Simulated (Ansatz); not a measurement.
C3H10OSi can be A, `COC[SiH2]C`, or B, `CC[SiH2]CO`.

Gas-phase electronic energies from Ansatz, PBE0-D4/def2-TZVP geometries. CCSD(T)/CBS is the MP2 limit (def2-TZVPP, def2-QZVPP) plus CCSD(T) − MP2 in def2-TZVPP, frozen cores. DFT in def2-TZVPP. Each species was taken in one conformer, which may not be the lowest.

Problem. Which isomer does CCSD(T)/CBS put lower? Give the gap. (An estimate is asked.)

Solution. Ansatz gave: B, by 7.2 kcal/mol.

Problem. Give E(B) − E(A) in kcal/mol with CCSD(T)/def2-SVP, MP2/def2-TZVPP, LDA (SPW92), BLYP-D4, CCSD/def2-TZVPP, B2PLYP, PBE0-D4. (Estimate.)

Solution. Computed: CCSD(T)/def2-SVP -5.7, MP2/def2-TZVPP -7.4, LDA (SPW92) -5.9, BLYP-D4 -5.0, CCSD/def2-TZVPP -6.6, B2PLYP -5.9, PBE0-D4 -6.6. None reverses the order clearly.

Problem. Does the order hold for the free energy at 298.15 K (harmonic terms from PBE0-D4)? (Best estimate.)

Solution. Computed: Yes: G(B) − G(A) = -6.5 kcal/mol, for one conformer each. Modes under 60 cm⁻¹, often nearly free rotors, make the harmonic entropy too high.

Largest T1 diagnostic: 0.011.

In def2-TZVPP, CCSD(T) changes the Hartree–Fock value by −1.9 kcal/mol (the triples alone add −0.0 kcal/mol) and MP2 by −2.7 kcal/mol. At CCSD(T), def2-SVP lies +1.5 kcal/mol from the extrapolated value and def2-TZVPP +0.6 kcal/mol.
